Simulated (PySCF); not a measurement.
## Which determinant of InGa⁺ lies lowest?

Unrestricted PBE0; PySCF, scalar-relativistic core potentials, basis sets In cc-pVDZ-PP with ECP28, Ga cc-pVDZ-PP with ECP10. Outer shells of the fragments: In+ 4d10 5s2; Ga 3d10 4s2 4p1.

Followed along the bond (rough minima from three points):

```csv
2Ms+1,unpaired,⟨S²⟩ at the start,R at minimum (Å),Te (eV)
2,σ ↑,0.76,3.44,0.00
2,π ↑,0.75,3.01,0.62
4,"σ ↑↑, π ↑",3.75,2.63,3.88
```

Solutions found at the starting distance of 2.695 Å, counted from the lowest of them; the search is not exhaustive and high or unbound solutions are not listed, so other states can lie among these:

```
2Ms+1   unpaired   term  E (eV)  ⟨S²⟩  ⟨Lz²⟩  μ (D)
    2        σ ↑    ²Σ⁺    0.00  0.76   0.00   1.22
    2        π ↑     ²Π    0.15  0.75   1.00   0.74
    4  σ ↑↑, π ↑     ⁴Π    3.31  3.75   1.00   0.72
    4  σ ↑, π ↑↑    ⁴Σ⁻    3.80  3.76   0.00   0.55
    2  σ ↑↑, π ↓  mixed    3.89  1.75   1.00   0.59
    4  σ ↑, π ↑↑  mixed    5.51  3.77   2.01   0.76
```

A term symbol is given only where ⟨S²⟩ and ⟨Lz²⟩ are close to those of a pure state; real π, δ and φ orbitals otherwise mix terms. A positive dipole points towards Ga; it is taken about the centre of mass and depends on that origin.

Question: Compare the gap between the two lowest followed solutions at the starting distance with the gap between their minima.

Answer: At PBE0 the second solution (doublet, unpaired electrons π ↑) lies +0.15 eV from the first (doublet, unpaired electrons σ ↑) at 2.695 Å and +0.62 eV at the minima; the two curves relax by different amounts, since their minima lie near 3.01 and 3.44 Å.

Spin–orbit coupling is left out. Counting both spins, an empty level lies below a filled one in some of these solutions, because spin and occupation are held.
